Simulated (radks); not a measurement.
Results of a calculation; reference values are marked as such.
Effect of the nuclear size on neutral rhenium, [Xe] 4f14 5d5 6s2. Code: a radial shooting solver on a logarithmic mesh with Libxc functionals. Model: Dirac Kohn-Sham, PBE, spin-unpolarised, spherical densities, finite nucleus; open shells are shared between the two j in proportion to 2j + 1; Fermi nuclear charge, rms radius 5.3698 fm. The rms radius is varied about that value; shifts are against it.

rms radius (fm)  total energy shift (eV)  density at nucleus (e/bohr^3)  1s1/2 shift (meV)  2s1/2 shift (meV)  5s1/2 shift (meV)  5p1/2 shift (meV)  6s1/2 shift (meV)  5d5/2 shift (meV)  6p1/2 (empty) shift (meV)
4.7039                             -15.2                      1.622e+06              -6140               -873              -8.21              0.459             -0.572              0.503                      0.178
5.0906                             -6.52                      1.576e+06              -2640               -375              -3.53              0.197             -0.246              0.216                      0.076
5.3698                                 0                      1.547e+06              0.000              0.000              0.000              0.000              0.000              0.000                      0.000
5.6812                              7.54                      1.516e+06               3050                433               4.08             -0.228              0.284             -0.250                     -0.088
6.3256                              24.0                      1.459e+06               9700               1380               13.0             -0.724              0.903             -0.795                     -0.281

Slopes of the eigenvalues against <r^2> in GHz/fm^2, as finite differences over the two radii next to the reference (eigenvalue slopes, not the field-shift constants of lines): 1s1/2 216000, 2s1/2 30700, 5s1/2 289, 5p1/2 -16.1, 6s1/2 20.1, 5d5/2 -17.7, 6p1/2 (empty) -6.27.
